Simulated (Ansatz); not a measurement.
# One reagent, a row of partners

Four-centre ligand exchange: NH₃ meets different compounds of Ge. Each row is one chosen step, not always the lowest open to these reactants.

Gas-phase electronic energies, without zero-point energy, by CCSD(T) at an estimated basis limit (MP2 extrapolated from triple and quadruple zeta, plus CCSD(T) − MP2 in triple zeta); Ansatz 0.2.0, def2-TZVPP and QZVPP, frozen cores, on PBE0-D4/def2-TZVP structures. Extrapolation: Hartree–Fock as exp(−7.88 √X), correlation as X^−2.97. All energies, in kJ/mol, count from the separated reactants, without counterpoise correction; the start and end structures are the complexes reached by relaxing down from the saddle, and deeper ones may exist. Brackets give SMILES, or, where every atom is bracketed, only which atoms are joined. Steps whose reference was doubtful or whose search ended elsewhere are left out.

| reactants | products | broken | formed | start structure | saddle | end structure | saddle by PBE-D4/TZ |
| --- | --- | --- | --- | --- | --- | --- | --- |
| CH₆Ge ([CH3][GeH3]) + NH₃ | GeNH₅ ([NH2][GeH3]) + CH₄ | C–Ge, H–N | C–H, Ge–N | -9.5 | ? | -17.6 | 204.7 |
| GeH₄O ([OH][GeH3]) + NH₃ | GeNH₅ ([NH2][GeH3]) + H₂O | Ge–O, H–N | Ge–N, H–O | -16.7 | 114.4 | -5.6 | 82.3 |
| GeH₃Br ([GeH3][Br]) + NH₃ | GeNH₅ ([NH2][GeH3]) + HBr, still joined by a dative H–N bond | Br–Ge, H–N | Br–H, Ge–N | -14.4 | 61.3 | 43.5 | 42.1 |

Task: What is the height of the saddle for CH₆Ge ([CH3][GeH3]) + NH₃? (Judge from chemistry; the value comes from the calculation.)

Result: The calculation gives: 247.3 kJ/mol relative to the separated reactants, the highest of the series; above its start structure the barrier is 247.3 − (-9.5) ≈ 256.8 kJ/mol.

Task: How do the PBE-D4 saddles lie against the coupled-cluster estimate?

Result: All lower, by 19.1 to 42.6 kJ/mol.

The T1 diagnostic stays at or below 0.012. The filled d shells of Br, Ge are correlated in sets not built for that, so values that involve them are less sure.

For scale, one of the runs: CCSD(T)/def2-TZVPP, 236 basis functions, launched by `ansatz run in.yaml --threads 4 --pin off --events-out ev --progress --plain --max-ram 9574MiB`. Time: 4.2 min of wall clock on 4 CPU threads of an AMD EPYC; the host was shared. Peak host memory: 4.4 GiB.
